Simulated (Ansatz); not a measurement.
```yaml
crystal:
  periodic: [false, false, false]
  atoms:
    - {symbol: N, position_ang: [-2.617523, 0.656159, 0.323428]}
    - {symbol: Ge, position_ang: [-0.860873, 1.185494, 0.595235]}
    - {symbol: B, position_ang: [0.424605, -0.371442, 0.178472]}
    - {symbol: C, position_ang: [-0.198716, -1.701396, -0.299874]}
    - {symbol: F, position_ang: [0.714629, -2.714190, -0.600585]}
    - {symbol: Ga, position_ang: [2.486410, -0.198032, 0.237216]}
    - {symbol: Se, position_ang: [3.474922, 0.798241, -1.631802]}
    - {symbol: H, position_ang: [-2.961260, 0.013122, 1.024562]}
    - {symbol: H, position_ang: [-3.265086, 1.432134, 0.279573]}
    - {symbol: H, position_ang: [-0.621633, 2.342093, -0.395443]}
    - {symbol: H, position_ang: [-0.597681, 1.743124, 2.019766]}
    - {symbol: H, position_ang: [-0.893132, -2.093736, 0.459207]}
    - {symbol: H, position_ang: [-0.820611, -1.527174, -1.190999]}
    - {symbol: H, position_ang: [3.533841, -0.571978, 1.335581]}
    - {symbol: H, position_ang: [2.202100, 1.007581, -2.334338]}
basis:
  gaussian: {orbitals: aug-cc-pVTZ, nuclear_model: gaussian}
magnetization: {spin_polarized: true, initial_magnetization: 8}
hamiltonian: {xc: {name: B97}}
accuracy: high
```

```sh
$ ansatz run in.yaml --threads 4 --pin off --events-out ev --progress --plain --max-ram 63488MiB --backend cuda --devices 0, --max-vram 37GiB
```

It prints (some lines left out):

```
Functional definition: B97
8194 factors; integrals over basis functions are off by at most 2.0e-8 eV
mean field evaluation 1: about -180236.2421 eV, gradient 7.6e1 eV
mean field evaluation 2: about -179144.8539 eV, gradient 3.1e2 eV
mean field evaluation 4: about -180233.9940 eV, gradient 7.7e1 eV
mean field evaluation 8: about -180272.3785 eV, gradient 7.1e0 eV
mean field evaluation 16: about -180273.0129 eV, gradient 4.8e-1 eV
mean field evaluation 32: about -180273.0154 eV, gradient 1.5e-4 eV
mean field -180273.08351158 eV, -6624.9136255657 hartree, gradient 1.9e-8 eV, S^2 20.017535; 18 other end points of the search recorded, 0 dependent functions left out
reference -180273.08351945 eV, -6624.9136258549 hartree; 70, 62 occupied and 475, 483 virtual orbitals, 8194 factors
Total energy: -180273.08351945 eV, -6624.9136258549 hartree
```

(1) Something in this input is off. What?

Answers

(1) The spin is set far too high for this molecule. Self-consistency was reached. The result belongs to that input, not to the molecule as meant.
